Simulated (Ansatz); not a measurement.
AlSiH6O2F2, doublet: a nudged elastic band.

in.yaml

```yaml
crystal:
  periodic: [false, false, false]
  atoms:
    - {symbol: Al, position_ang: [-1.065859, 0.998623, 0.542822]}
    - {symbol: O, position_ang: [-0.130103, -0.449139, 0.100946]}
    - {symbol: Si, position_ang: [-0.563873, -1.883625, -0.603350]}
    - {symbol: F, position_ang: [-1.970522, 1.555611, -0.735088]}
    - {symbol: H, position_ang: [1.334666, 1.616690, 0.570180]}
    - {symbol: O, position_ang: [0.489358, 2.149561, 0.572413]}
    - {symbol: H, position_ang: [1.279596, -0.182521, 0.293191]}
    - {symbol: F, position_ang: [2.150047, 0.274434, 0.453032]}
    - {symbol: H, position_ang: [-0.308625, -1.836708, -2.064133]}
    - {symbol: H, position_ang: [0.248246, -2.967023, 0.004435]}
    - {symbol: H, position_ang: [-2.006489, -2.133473, -0.355232]}
    - {symbol: H, position_ang: [0.543358, 2.857569, 1.220784]}
basis:
  gaussian: {orbitals: STO-3G}
magnetization: {spin_polarized: true, initial_magnetization: 1}
hamiltonian: {xc: hf}
neb:
  images: 7
  climbing: true
  max_iterations: 25
  initial_path: idpp
  optimiser: fire
  final_atoms:
    - {symbol: Al, position_ang: [-1.026984, 1.137307, 0.623297]}
    - {symbol: O, position_ang: [-0.086283, -0.521065, 0.406751]}
    - {symbol: Si, position_ang: [-0.568188, -1.782792, -0.624507]}
    - {symbol: F, position_ang: [-1.941973, 1.020501, -0.771638]}
    - {symbol: H, position_ang: [1.609272, 1.302784, 0.533109]}
    - {symbol: O, position_ang: [0.461378, 2.107783, 0.495548]}
    - {symbol: H, position_ang: [0.899084, -0.355882, 0.496928]}
    - {symbol: F, position_ang: [2.204127, 0.485646, 0.552362]}
    - {symbol: H, position_ang: [-0.357603, -1.393841, -2.033827]}
    - {symbol: H, position_ang: [0.280537, -2.942483, -0.268036]}
    - {symbol: H, position_ang: [-1.988989, -2.029563, -0.314659]}
    - {symbol: H, position_ang: [0.515422, 2.971604, 0.904674]}
```

Run by:

```bash
ansatz run in.yaml --threads 5 --pin off --events-out ev --progress --plain --max-ram 66560MiB --backend cpu
```

What Ansatz 0.2.0 printed:

```
Functional definition: HF
  name "HF"
  cite "Fock, Z. Phys. 61, 126 (1930) doi:10.1007/BF01340294"
  parent pbe
  exchange = exact_x
  correlation = 0
609 factors; integrals over basis functions are off by at most 2.8e-5 eV
mean field evaluation 1: about -23721.4372 eV, gradient 2.1e1 eV
mean field evaluation 2: about -23721.5863 eV, gradient 2.1e1 eV
mean field evaluation 4: about -23725.8139 eV, gradient 2.0e0 eV
mean field evaluation 8: about -23725.8790 eV, gradient 1.8e-4 eV
mean field -23725.87574975 eV, -871.9098518271 hartree, gradient 1.4e-5 eV, S^2 0.753123; 0 other end points of the search recorded, 0 dependent functions left out
the calculation of the forces begins
reference -23725.87574975 eV, -871.9098518271 hartree; 34, 33 occupied and 10, 11 virtual orbitals, 609 factors
611 factors; integrals over basis functions are off by at most 3.1e-5 eV
mean field evaluation 16: about -23725.8742 eV, gradient 4.6e0 eV
mean field -23726.14973705 eV, -871.9199206746 hartree, gradient 1.4e-5 eV, S^2 0.753230; 0 other end points of the search recorded, 0 dependent functions left out
the calculation of the forces begins
reference -23726.14973705 eV, -871.9199206746 hartree; 34, 33 occupied and 10, 11 virtual orbitals, 611 factors
WARN: NEB end point (image 0): max|allowed force component| = 1.531e0 eV/Å (the criterion of neb.relax_end_points is 1.000e-2). That is over neb.f_tol: it is no minimum, so the barrier can be far off. Relax it first
WARN: NEB end point (image 8): max|allowed force component| = 2.541e0 eV/Å (the criterion of neb.relax_end_points is 1.000e-2). That is over neb.f_tol: it is no minimum, so the barrier can be far off. Relax it first
609 factors; integrals over basis functions are off by at most 2.9e-5 eV
mean field evaluation 32: about -23725.8613 eV, gradient 2.1e-1 eV
mean field -23725.85890206 eV, -871.9092326859 hartree, gradient 1.5e-5 eV, S^2 0.752839; 0 other end points of the search recorded, 0 dependent functions left out
the calculation of the forces begins
reference -23725.85890206 eV, -871.9092326859 hartree; 34, 33 occupied and 10, 11 virtual orbitals, 609 factors
609 factors; integrals over basis functions are off by at most 3.0e-5 eV
mean field -23725.70921563 eV, -871.9037318112 hartree, gradient 1.5e-5 eV, S^2 0.752643; 0 other end points of the search recorded, 0 dependent functions left out
the calculation of the forces begins
reference -23725.70921563 eV, -871.9037318112 hartree; 34, 33 occupied and 10, 11 virtual orbitals, 609 factors
609 factors; integrals over basis functions are off by at most 3.0e-5 eV
mean field evaluation 64: about -23725.5680 eV, gradient 1.2e-5 eV
mean field -23725.56803577 eV, -871.8985435470 hartree, gradient 1.2e-5 eV, S^2 0.752532; 0 other end points of the search recorded, 0 dependent functions left out
the calculation of the forces begins
reference -23725.56803577 eV, -871.8985435470 hartree; 34, 33 occupied and 10, 11 virtual orbitals, 609 factors
609 factors; integrals over basis functions are off by at most 3.1e-5 eV
mean field -23725.52920616 eV, -871.8971165851 hartree, gradient 9.6e-6 eV, S^2 0.752507; 0 other end points of the search recorded, 0 dependent functions left out
the calculation of the forces begins
reference -23725.52920616 eV, -871.8971165851 hartree; 34, 33 occupied and 10, 11 virtual orbitals, 609 factors
610 factors; integrals over basis functions are off by at most 3.1e-5 eV
mean field -23725.62872478 eV, -871.9007738268 hartree, gradient 1.4e-5 eV, S^2 0.752571; 0 other end points of the search recorded, 0 dependent functions left out
the calculation of the forces begins
reference -23725.62872478 eV, -871.9007738268 hartree; 34, 33 occupied and 10, 11 virtual orbitals, 610 factors
610 factors; integrals over basis functions are off by at most 3.1e-5 eV
mean field evaluation 96: about -23725.8339 eV, gradient 5.2e-1 eV
mean field -23725.83583948 eV, -871.9083851519 hartree, gradient 1.6e-5 eV, S^2 0.752719; 0 other end points of the search recorded, 0 dependent functions left out
the calculation of the forces begins
reference -23725.83583948 eV, -871.9083851519 hartree; 34, 33 occupied and 10, 11 virtual orbitals, 610 factors
610 factors; integrals over basis functions are off by at most 3.1e-5 eV
mean field -23726.05775722 eV, -871.9165404783 hartree, gradient 1.6e-5 eV, S^2 0.752942; 0 other end points of the search recorded, 0 dependent functions left out
the calculation of the forces begins
reference -23726.05775722 eV, -871.9165404783 hartree; 34, 33 occupied and 10, 11 virtual orbitals, 610 factors
NEB iter   1: max|band force component| = 5.535e0 eV/Å  barrier→ = 0.3465 eV  barrier← = 0.6205 eV  Δτ_max = 0.0820 Å  (333 SCF iters)
NEB iter   2: max|band force component| = 3.194e0 eV/Å  barrier→ = 0.0000 eV  barrier← = 0.2740 eV  Δτ_max = 0.0473 Å  (195 SCF iters)
NEB iter   3: max|band force component| = 2.511e0 eV/Å  barrier→ = 0.0000 eV  barrier← = 0.2740 eV  Δτ_max = 0.0106 Å  (189 SCF iters)
NEB iter   4: max|band force component| = 1.654e0 eV/Å  barrier→ = 0.0000 eV  barrier← = 0.2740 eV  Δτ_max = 0.0151 Å  (201 SCF iters)
NEB iter   5: max|band force component| = 1.158e0 eV/Å  barrier→ = 0.0000 eV  barrier← = 0.2740 eV  Δτ_max = 0.0043 Å  (201 SCF iters)
NEB iter   6: max|band force component| = 1.026e0 eV/Å  barrier→ = 0.0000 eV  barrier← = 0.2740 eV  Δτ_max = 0.0081 Å  (204 SCF iters)
NEB iter   7: max|band force component| = 7.694e-1 eV/Å  barrier→ = 0.0000 eV  barrier← = 0.2740 eV  Δτ_max = 0.0109 Å  (202 SCF iters)
NEB iter   8: max|band force component| = 7.468e-1 eV/Å  barrier→ = 0.0000 eV  barrier← = 0.2740 eV  Δτ_max = 0.0120 Å  (201 SCF iters)
NEB iter   9: max|band force component| = 5.613e-1 eV/Å  barrier→ = 0.0000 eV  barrier← = 0.2740 eV  Δτ_max = 0.0136 Å  (194 SCF iters)
NEB iter  10: max|band force component| = 7.068e-1 eV/Å  barrier→ = -0.4955 eV  barrier← = -0.2216 eV  CI = image 1  Δτ_max = 0.0144 Å  (195 SCF iters)
NEB iter  11: max|band force component| = 9.196e-1 eV/Å  barrier→ = -0.4903 eV  barrier← = -0.2163 eV  CI = image 1  Δτ_max = 0.0168 Å  (192 SCF iters)
NEB iter  12: max|band force component| = 9.662e-1 eV/Å  barrier→ = -0.4598 eV  barrier← = -0.1859 eV  CI = image 1  Δτ_max = 0.0195 Å  (190 SCF iters)
NEB iter  13: max|band force component| = 1.154e0 eV/Å  barrier→ = -0.3835 eV  barrier← = -0.1095 eV  CI = image 1  Δτ_max = 0.0311 Å  (191 SCF iters)
NEB iter  14: max|band force component| = 1.134e0 eV/Å  barrier→ = -0.2458 eV  barrier← = 0.0282 eV  CI = image 1  Δτ_max = 0.0079 Å  (188 SCF iters)
NEB iter  15: max|band force component| = 1.201e0 eV/Å  barrier→ = -0.2248 eV  barrier← = 0.0492 eV  CI = image 1  Δτ_max = 0.0175 Å  (200 SCF iters)
NEB iter  16: max|band force component| = 1.248e0 eV/Å  barrier→ = -0.1604 eV  barrier← = 0.1135 eV  CI = image 1  Δτ_max = 0.0096 Å  (198 SCF iters)
NEB iter  17: max|band force component| = 1.477e0 eV/Å  barrier→ = -0.0931 eV  barrier← = 0.1809 eV  CI = image 1  Δτ_max = 0.0217 Å  (200 SCF iters)
NEB iter  18: max|band force component| = 1.855e0 eV/Å  barrier→ = 0.0721 eV  barrier← = 0.3461 eV  CI = image 1  Δτ_max = 0.0031 Å  (199 SCF iters)
NEB iter  19: max|band force component| = 2.020e0 eV/Å  barrier→ = 0.0417 eV  barrier← = 0.3157 eV  CI = image 1  Δτ_max = 0.0065 Å  (200 SCF iters)
NEB iter  20: max|band force component| = 1.445e0 eV/Å  barrier→ = -0.0023 eV  barrier← = 0.2717 eV  CI = image 1  Δτ_max = 0.0089 Å  (201 SCF iters)
NEB iter  21: max|band force component| = 1.515e0 eV/Å  barrier→ = -0.0641 eV  barrier← = 0.2099 eV  CI = image 1  Δτ_max = 0.0086 Å  (199 SCF iters)
NEB iter  22: max|band force component| = 1.222e0 eV/Å  barrier→ = -0.1237 eV  barrier← = 0.1503 eV  CI = image 1  Δτ_max = 0.0021 Å  (199 SCF iters)
NEB iter  23: max|band force component| = 1.116e0 eV/Å  barrier→ = -0.1265 eV  barrier← = 0.1475 eV  CI = image 1  Δτ_max = 0.0041 Å  (200 SCF iters)
NEB iter  24: max|band force component| = 1.325e0 eV/Å  barrier→ = -0.1269 eV  barrier← = 0.1471 eV  CI = image 1  Δτ_max = 0.0057 Å  (199 SCF iters)
NEB iter  25: max|band force component| = 1.564e0 eV/Å  barrier→ = -0.1128 eV  barrier← = 0.1612 eV  CI = image 1  Δτ_max = 0.0076 Å  (199 SCF iters)
Error: NEB band did not converge after 25 iterations: max|band force component| = 1.56e0 eV/Å (threshold 5.0e-2); raise `neb.max_iterations` in a new run, which can start from the last band evaluated (`neb.initial_path`, with `crystal.atoms` and `neb.final_atoms` set to its first and last images), add images, or start from endpoints closer to local minima. Where this run's directory can be resumed (`checkpoint.write`), a resume goes on for up to `neb.max_iterations` more; to start a new run from the last band, take its images' positions from the `neb_iteration` event of iteration 25 (`data.images[].positions_ang`), in the event stream of the run that computed that iteration (not this run's, if it was resumed behind it). With `checkpoint.write`, `steps/00-neb/state/checkpoint.json` in the run directory holds the last saved band, under `neb.evaluated.images[].positions_ang` (a band under a hybrid functional on support functions is neither saved nor resumed: `neb.initial_path` says where its path is): check the last entry of `neb.iterations` there, which is earlier than 25 if that iteration was not saved or its write failed. If the band's step has no `state` directory and holds `state.next`, a write was cut short, and the file is under `state.next` instead (behind a loss of power it can be under `state.prev`)
a run's events are kept only if it was started with --events-out <file>, and are in that file

[the SCF lines of later steps are left out]
```

Time: 71 s of wall clock on 5 CPU threads of an AMD EPYC 7R13; the host was shared. Peak host memory: 0.65 GiB.


The run did not converge within its limit.